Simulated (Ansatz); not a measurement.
Relaxation of CH₅ClFNSi₂ (11 atoms, charge 0, multiplicity 1), to a largest force component of 0.02 eV/Å in at most 50 steps.

All numbers below come from RKS PBE-D4/6-31G in Ansatz.

```xyz
11
Properties=species:S:1:pos:R:3
F 0.018 1.233 0.854
C 0.130 0.352 -0.118
N -0.172 -0.891 0.079
Si -0.665 -1.301 1.663
Si 0.787 0.927 -1.801
Cl -0.288 2.574 -2.447
H -1.975 -0.571 1.905
H -0.944 -2.755 1.694
H 0.291 -0.924 2.711
H 2.206 1.388 -1.679
H 0.677 -0.090 -2.841
```

Task: Where does it end, and by what steps?

Result: It converged. Limits of this set-up: no polarisation functions. After 7 steps the energy has fallen by 0.839 eV; F1 moved furthest, 0.30 Å.

```json
{"step": "0", "energy less start (eV)": "0.0000", "largest force component (eV/Å)": "4.025", "accepted": "yes"}
{"step": "1", "energy less start (eV)": "-0.6302", "largest force component (eV/Å)": "2.472", "accepted": "yes"}
{"step": "2", "energy less start (eV)": "-0.8124", "largest force component (eV/Å)": "0.857", "accepted": "yes"}
{"step": "3", "energy less start (eV)": "-0.8325", "largest force component (eV/Å)": "0.201", "accepted": "yes"}
{"step": "4", "energy less start (eV)": "-0.8249", "largest force component (eV/Å)": "0.447", "accepted": "no"}
{"step": "5", "energy less start (eV)": "-0.8376", "largest force component (eV/Å)": "0.063", "accepted": "yes"}
{"step": "6", "energy less start (eV)": "-0.8383", "largest force component (eV/Å)": "0.046", "accepted": "yes"}
{"step": "7", "energy less start (eV)": "-0.8386", "largest force component (eV/Å)": "0.015", "accepted": "yes"}
```

```xyz
11
Properties=species:S:1:pos:R:3
F 0.106 1.501 0.747
C 0.161 0.379 -0.183
N -0.160 -0.792 0.140
Si -0.761 -1.383 1.780
Si 0.841 0.954 -1.882
Cl -0.304 2.690 -2.565
H -2.086 -0.723 2.083
H -0.927 -2.873 1.654
H 0.254 -1.053 2.851
H 2.273 1.395 -1.718
H 0.668 -0.151 -2.885
```

Whether the end is a true minimum wasn't checked by a vibrational analysis.

The run took 73 s on 1 thread of Intel(R) Xeon(R) Processor @ 2.70GHz, with other jobs on the host, peak memory 0.21 GiB.
